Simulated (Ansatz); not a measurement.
Basis-set extrapolation for ClH5O2Si2, SMILES `O[SiH](O)[SiH2]Cl` (PBE0-D4/def2-TZVP geometry, frozen core, Ansatz 0.2.0). Multiplicity 1, RHF reference.

```csv
,def2-TZVPP,def2-QZVPP
HF,-1190.263605,-1190.302347
MP2 correlation,-0.908746,-0.987972
CCSD(T) correlation,-0.992099,not run
```

Energies in hartree. Use E(X) = E(∞) + A·exp(−7.88·√X) for Hartree–Fock and E(X) = E(∞) + B·X^(−2.97) for correlation, with X = 3 and 4, and add CCSD(T) minus MP2 of the smaller set to the MP2 limit.

Problem. What is the CCSD(T) energy at the basis-set limit?

Solution. HF limit: -1190.302347 + (-0.038742) × 0.13774 = -1190.30768. MP2 limit: -0.987972 + (-0.079226) × 0.74074 = -1.04666. Higher-order term: -0.992099 − (-0.908746) = -0.08335. Total: -1191.43769 hartree, 477.8 kJ/mol below CCSD(T)/def2-TZVPP.
